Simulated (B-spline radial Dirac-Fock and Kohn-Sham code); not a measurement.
Bi³⁺ 5p1/2: cross section and angular parameters

System: the Bi³⁺ ion, [Xe] 4f14 5d10 6s2; threshold 152.6 eV (orbital energy of the model). Calculated with an atomic code on a B-spline grid, using Dirac-Hartree-Slater photoionisation with a Latter tail; cross sections with all multipoles, angular parameters from the dipole term and its interference with E2.

For linearly polarised light dσ/dΩ = σ/(4π) [1 + β P₂(cos θ) + (δ + γ cos²θ) sin θ cos φ], with θ from the polarisation vector and φ the angle between the beam and the projection of the electron momentum on the plane normal to the polarisation.

```tsv
hν (eV)	σ (kb)	β	γ	δ
200	118	0.945	0.580	-0.042
212	98.1	0.733	0.533	-0.034
274	50.1	0.058	0.145	0.018
374	30.6	0.050	-0.055	0.055
467	24.4	0.381	0.064	0.053
600	19.5	0.787	0.269	0.038
800	14.9	1.147	0.435	0.020
834	14.3	1.189	0.449	0.018
841	14.2	1.197	0.452	0.017
954	12.4	1.308	0.475	0.011
1780	5.89	1.627	0.306	-0.004
1950	5.21	1.651	0.259	-0.005
1960	5.17	1.652	0.257	-0.005
2984.4	?	?	?	?
3430	2.23	1.719	0.016	-0.007
4160	1.61	1.719	-0.011	-0.007
4510	1.40	1.717	-0.010	-0.008
5370	1.03	1.706	0.021	-0.008
6000	0.835	1.696	0.062	-0.007
7810	0.501	1.664	0.224	-0.006
8047.8	0.471	1.660	0.248	-0.005
10700	0.261	1.611	0.535	0.001
11700	0.215	1.594	0.644	0.004
12000	0.204	1.589	0.676	0.005
```

**Question.** Give the values at Ag Lα (2984.4 eV).

**Answer.** σ = 2.78 kb, β = 1.713, γ = 0.059, δ = -0.007.
